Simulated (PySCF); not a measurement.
# Palladium: a sound run and one with changed settings

Sound run: Pd [Kr] 4d10, Pd⁺ [Kr] 4d9. Calculation: PySCF 2.14, in def2-TZVP with the def2 core potential (28 electrons) (6s4p3d1f, 40 functions); scalar relativity through the core potential. The sound run starts from symmetry-adapted Hartree-Fock orbitals and uses a fine grid where one is needed.

Changed run: 26 angular points. This setting is unsound on purpose.

| species | method | sound run (hartree) | changed run (hartree) | converged |
| --- | --- | --- | --- | --- |
| Pd | UHF | -127.03019 | -127.03019 | yes |
| Pd | MN15 | -127.62052 | -127.62052 | yes |
| Pd | M06-2X | -127.79513 | -127.79513 | yes |
| Pd⁺ | UHF | -126.79939 | -126.79939 | yes |
| Pd⁺ | MN15 | -127.30045 | -127.27716 | yes |
| Pd⁺ | M06-2X | -127.48468 | -127.48111 | yes |

Ionisation energy of Pd:

| method | sound run (eV) | changed run (eV) |
| --- | --- | --- |
| UHF | 6.281 | 6.281 |
| MN15 | 8.710 | 9.343 |
| M06-2X | 8.448 | 8.545 |

A coarse angular grid integrates products of high-l functions wrongly, so density functionals can shift, and the SCF can exploit the error; Hartree-Fock and MP2 need no grid.

For comparison, NIST gives 8.337 eV between the lowest levels.
